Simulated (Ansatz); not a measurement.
`C[SiH](C)[AlH2]` + ethylmethylamine → `CC[NH][AlH2]` + trimethylsilane at 600 K and 1 bar (formal exchange of groups at the Al–Si bond).

Calculated with Ansatz (gas phase, PBE0-D4/def2-TZVP geometries, no zero-point term in ΔE). CCSD(T)/CBS is the MP2 limit (def2-TZVPP, def2-QZVPP) plus CCSD(T) − MP2 in def2-TZVPP, frozen cores. Each species was taken in one conformer, which may not be the lowest.

```json
{"species": "`C[SiH](C)[AlH2]`", "CCSD(T)/CBS energy (Eh)": "-612.61135", "H − E (kJ/mol)": "324.5", "S (J/(mol·K))": "484.1"}
{"species": "`CCNC`", "CCSD(T)/CBS energy (Eh)": "-174.26710", "H − E (kJ/mol)": "371.8", "S (J/(mol·K))": "385.5"}
{"species": "`CC[NH][AlH2]`", "CCSD(T)/CBS energy (Eh)": "-377.65408", "H − E (kJ/mol)": "312.5", "S (J/(mol·K))": "414.9"}
{"species": "`C[SiH](C)C`", "CCSD(T)/CBS energy (Eh)": "-409.29330", "H − E (kJ/mol)": "380.8", "S (J/(mol·K))": "437.5"}
```

H − E and S are ideal-gas, rigid-rotor, harmonic terms from PBE0-D4/def2-TZVP, for one conformer and one mirror image of each species. 1 Eh = 2625.50 kJ/mol, R = 8.31446 J/(mol·K).

Task: By hand: ΔE, ΔH, ΔS and ΔG.

Result: ΔE = (-377.65408) + (-409.29330) − (-612.61135) − (-174.26710) = -0.06893 Eh = -181.0 kJ/mol. Δ(H − E) = 312.5 + 380.8 − 324.5 − 371.8 = -3.0, so ΔH = -184.0 kJ/mol. ΔS = 414.9 + 437.5 − 484.1 − 385.5 = -17.2 J/(mol·K). ΔG = -184.0 − 600 × (-17.2)/1000 = -173.7 kJ/mol.

Task: By hand: the equilibrium constant, and the temperature at which ΔG would vanish if ΔH and ΔS stayed fixed.

Result: log₁₀ K = −ΔG/(RT ln 10) = 15.1. ΔG = 0 at ΔH/ΔS = 10698 K, far beyond where these terms or the molecules hold.

ΔH outweighs TΔS. A doubt of 5 kJ/mol in ΔE shifts log₁₀ K by 0.4 here. Other conformers and mirror images would add mixing entropy, several J/(mol·K) or more a flexible species. Modes under 60 cm⁻¹, often nearly free rotors, make the harmonic entropy too high. These are equilibria of isolated gas molecules and say nothing of rates. Largest T1 diagnostic: 0.011 (customary marks: 0.02 for closed shells, 0.045 for open ones).
